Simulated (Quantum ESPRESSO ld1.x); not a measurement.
Task: These are the eigenvalues of the occupied orbitals of an atom or ion with whole-number occupations (eV). Method: scalar-relativistic Kohn-Sham, LDA (Slater exchange, VWN5 correlation), spin-polarised, spherical densities, point nucleus; computed with ld1.x of Quantum ESPRESSO 7.5.

orbital  eigenvalue
1s down  -17813.845
1s up    -17813.840
2s up     -2481.468
2s down   -2481.302
2p up     -2216.211
2p down   -2216.084
3s up      -418.296
3s down    -418.176
3p up      -331.901
3p down    -331.771
3d up      -189.622
3d down    -189.443
4s up       -69.535
4s down     -68.510
4p up       -47.545
4p down     -46.385
4d up       -18.067

Which element is it, and in what charge state? The configuration may be excited. Open shells, if any, are filled with parallel spins first.

Result: Z = 40, zirconium, charge +2: Zr2+ in [Kr] 4d2. The list shows which subshells hold electrons but not how many an open one holds; the 1s level, -654.65 hartree, gives Z - s = 36.2 by -(Z - s)^2/2, which with screening and relativity narrows Z to a few neighbours, and the depths of the outer levels then fix element, charge and occupations together.
